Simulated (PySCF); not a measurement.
SbHBr2, SMILES [Br][SbH][Br].

Geometry: PBE0-D3(BJ)/def2-SVP. The structure was generated by enumeration; whether it is a known compound was not checked. The def2 effective core potentials stand for the cores of Sb; spin–orbit coupling is left out.

Two levels are set side by side: PBE/def2-TZVPD (PySCF) and r2SCAN/def2-TZVPD (PySCF). Same geometry, gas phase. Differences are taken from unrounded values.

| quantity | r2SCAN |
|---|---|
| orbital gap (eV) | 4.08 |
| highest occupied level (eV) | -6.96 |
| lowest empty level (eV) | -2.89 |
| dipole moment (D) | 2.43 |
| mean polarisability (bohr³) | 89.3 |

Question: What does PBE give, and how far is it from r2SCAN? (An estimate is asked for; the answer gives what the named calculation found.)

Answer: 
| quantity | PBE | PBE minus r2SCAN |
|---|---|---|
| orbital gap (eV) | 3.65 | -0.43 |
| highest occupied level (eV) | -6.68 | 0.28 |
| lowest empty level (eV) | -3.04 | -0.15 |
| dipole moment (D) | 2.36 | -0.07 |
| mean polarisability (bohr³) | 92.3 | 3.0 |

Rough cost on one machine, each run with all the roots and properties that it gave: r2SCAN against PBE about 3 times.
